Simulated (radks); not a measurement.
Problem. Radial electron density D(r) = 4 pi r^2 rho(r) of an atom or ion with 16 electrons. Calculated with a radial shooting solver on a logarithmic mesh with Libxc functionals: Dirac Kohn-Sham, BLYP, spin-unpolarised, spherical densities, finite nucleus; Fermi nuclear charge, rms radius of each element as measured or else 0.836 A^(1/3) + 0.57 fm.

r (bohr),D(r) (e/bohr)
0.002403,4.275
0.003055,6.375
0.003883,9.363
0.004936,13.49
0.006275,18.96
0.007978,25.85
0.01014,33.88
0.01289,42.29
0.01639,49.69
0.02083,54.30
0.02649,54.73
0.03367,51.30
0.0428,47.04
0.05398,46.68
0.06862,52.89
0.08724,61.84
0.1109,63.38
0.141,50.88
0.1792,31.69
0.2278,20.99
0.2896,21.35
0.3682,19.94
0.4681,11.35
0.595,3.720
0.7564,0.9370
0.9616,0.2425
1.222,0.03670
1.554,0.001886

What is the nuclear charge?

Solution. Z = 43. The innermost maximum, from 1s, lies near gamma/Z bohr with gamma = sqrt(1 - (Z/c)^2) = 0.949, here 0.0221 bohr (found: 0.0241), and its height grows with Z. The density is that of the technetium ion Tc27+ in [Ne] 3s2 3p3.75 4p0.25; the configuration itself is not fixed sharply by these data, and Z only to a few units. D(r) has 3 maxima, at r = 0.0241, 0.102, 0.316 bohr, and minima at 0.0490, 0.249 bohr, inside which lie 2.08, 10.56 electrons.
